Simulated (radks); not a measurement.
All-electron atom: Cr2+ in [Ar] 3d3.75 4s0.25 (fractional occupations, a model configuration). Calculated with a radial shooting solver on a logarithmic mesh with Libxc functionals: non-relativistic Kohn-Sham, PW91, spin-polarised, spherical densities, point nucleus; open shells are filled with parallel spins first.

Unscreened Slater integrals over Kohn-Sham orbitals (cm^-1). They are taken over the spin-up orbitals.

F0(4s,4s): 74327
F0(4s,3d): 92367
G2(4s,3d): 12730
F0(4s,3p): 94821
G1(4s,3p): 6805.1
F0(4s,3s): 95330
G0(4s,3s): 4864.9
F0(3d,3d): 171810
F2(3d,3d): 79273
F4(3d,3d): 49273
F0(3d,3p): 187570
F2(3d,3p): 88436
G1(3d,3p): 110000
G3(3d,3p): 66408
F0(3d,3s): 191910
G2(3d,3s): 83273
F0(3p,3p): 207890
F2(3p,3p): 104160
F0(3p,3s): 213160
G1(3p,3s): 141480
F0(3s,3s): 218940

Derived for the open shells (J is the average intra-shell exchange parameter used in DFT+U). 3d: Racah B = F2/49 - 5 F4/441 = 1059 cm^-1, C = 35 F4/441 = 3911 cm^-1, C/B = 3.69, F4/F2 = 0.622, J = (F2 + F4)/14 = 9182 cm^-1.
